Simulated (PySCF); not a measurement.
SiBrF2, SMILES [Si](Br)(F)F, multiplicity 2.

Geometry optimised at PBE0-D3(BJ)/def2-SVP.

Level of theory: TDA-PBE/def2-SVPD run with PySCF.

Vertical excitations. The molecule is in vacuum.

| state | energy (eV) | λ (nm) | f | main pairs |
|---|---|---|---|---|
| root 1 | 3.39 | 366 | 0.001 | β HOMO→LUMO 100 % |
| root 2 | 3.54 | 350 | 0.008 | β HOMO−1→LUMO 99 % |
| root 3 | 5.49 | 226 | 0.006 | α HOMO→LUMO+1 42 %, β HOMO−2→LUMO 55 % |
| root 4 | 5.63 | 220 | 0.035 | α HOMO→LUMO 92 % |
| root 5 | 5.84 | 212 | 0.004 | β HOMO−3→LUMO 95 % |
| root 6 | 5.92 | 210 | 0.042 | α HOMO→LUMO+2 61 %, α HOMO→LUMO+1 14 %, β HOMO−2→LUMO 21 % |
| root 7 | 6.01 | 206 | 0.239 | α HOMO→LUMO+1 40 %, α HOMO→LUMO+2 35 %, β HOMO−2→LUMO 17 % |
| root 8 | 6.23 | 199 | 0.009 | β HOMO−4→LUMO 97 % |
| root 9 | 6.68 | 186 | 0.009 | α HOMO→LUMO+3 97 % |
| root 10 | 6.92 | 179 | 0.018 | β HOMO−5→LUMO 92 % |
Unrestricted roots are not spin-pure.
